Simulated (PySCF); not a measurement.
boric acid (BH3O3), SMILES OB(O)O. Atoms are numbered in the order given.

```xyz
7

O     -0.6153    -1.2379     0.0000
B     -0.0330    -0.0107     0.0000
O      1.3396     0.0596     0.0000
O     -0.8693     1.0684     0.0000
H      0.0484    -1.9332     0.0000
H      1.7062     0.9462     0.0000
H     -0.4297     1.9203     0.0000
```

Geometry optimised at PBE0-D3(BJ)/def2-SVP. Other conformers were not sampled.

Level of theory: PBE/pcSseg-2 (PySCF).

GIAO shieldings, no solvent; atoms listed in one row are averaged. δ = σ(ref) − σ: ¹⁷O against H2O (σ = 327.5 ppm); ¹¹B against BF3 (σ = 83.1 ppm); ¹H against TMS (σ = 31.47 ppm), references at their B3LYP-D3(BJ)/def2-TZVP geometries, non-relativistic.

| nucleus | atoms | count | δ (ppm) |
|---|---|---|---|
| ¹⁷O | O3 | 1 | 89.5 |
| ¹⁷O | O4 | 1 | 86.6 |
| ¹⁷O | O1 | 1 | 82.3 |
| ¹¹B | B2 | 1 | 7.5 |
| ¹H | H5 | 1 | 2.84 |
| ¹H | H6 | 1 | 2.22 |
| ¹H | H7 | 1 | 2.06 |
